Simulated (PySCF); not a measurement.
Correlation energy of Tc²⁺ (technetium, charge +2)

[Kr] 4d4 5p1, one real determinant (an excited configuration). All numbers are calculated (PySCF 2.14, scalar relativity through the core potential, in aug-cc-pVTZ-PP with ECP28MDF). Frozen: 4s2 4p6; 5 electrons correlated.

```
  level  correlation energy (mhartree)
   CCSD                         -55.97
    (T)                          -0.86
CCSD(T)                         -56.83
```

Diagnostics: T1 = 0.0063, D1 = 0.0195, largest double amplitude 0.060.

The real determinant used has ⟨L²⟩ near 8 against 12 for a pure F term, so it mixes terms.

Cost of the coupled-cluster step: 13 s of wall time on 1 thread of Neoverse-V1 (shared host), for 5 correlated electrons.

Iterations:

```
CC2 = 0
CCSD nocc = (np.int64(5), np.int64(0)), nmo = (84, 84)
frozen orbitals [[0, 1, 2, 3], [0, 1, 2, 3]]
max_cycle = 100
direct = 0
conv_tol = 1e-08
conv_tol_normt = 1e-06
diis_space = 8
diis_start_cycle = 0
Init t2, MP2 energy = -0.0486915083083617
Init E_corr(UCCSD) = -0.0486915083125613
cycle = 1  E_corr(UCCSD) = -0.0544451791302481  dE = -0.00575367082  norm(t1,t2) = 0.0223337
cycle = 2  E_corr(UCCSD) = -0.0553537216666846  dE = -0.000908542536  norm(t1,t2) = 0.00924274
cycle = 3  E_corr(UCCSD) = -0.0557873155562474  dE = -0.00043359389  norm(t1,t2) = 0.00563399
cycle = 4  E_corr(UCCSD) = -0.0557624127745512  dE = 2.49027817e-05  norm(t1,t2) = 0.00345156
cycle = 5  E_corr(UCCSD) = -0.0558558536928703  dE = -9.34409183e-05  norm(t1,t2) = 0.00283969
cycle = 6  E_corr(UCCSD) = -0.0559395962388774  dE = -8.3742546e-05  norm(t1,t2) = 0.00224191
cycle = 7  E_corr(UCCSD) = -0.0559720257929713  dE = -3.24295541e-05  norm(t1,t2) = 0.000621121
cycle = 8  E_corr(UCCSD) = -0.0559714367069834  dE = 5.89085988e-07  norm(t1,t2) = 0.000172952
cycle = 9  E_corr(UCCSD) = -0.05597361084678  dE = -2.1741398e-06  norm(t1,t2) = 4.66511e-05
cycle = 10  E_corr(UCCSD) = -0.055973123674181  dE = 4.87172599e-07  norm(t1,t2) = 9.47498e-06
cycle = 11  E_corr(UCCSD) = -0.0559730921023986  dE = 3.15717825e-08  norm(t1,t2) = 2.42441e-06
cycle = 12  E_corr(UCCSD) = -0.0559731175905555  dE = -2.54881569e-08  norm(t1,t2) = 8.3456e-07
cycle = 13  E_corr(UCCSD) = -0.0559731191847713  dE = -1.59421584e-09  norm(t1,t2) = 2.34905e-07
UCCSD converged
E(UCCSD) = -78.76718193849067  E_corr = -0.05597311918477133
UCCSD(T) correction = -0.000857136614398475
```

The reference is one real determinant that mixes LS terms of this configuration.
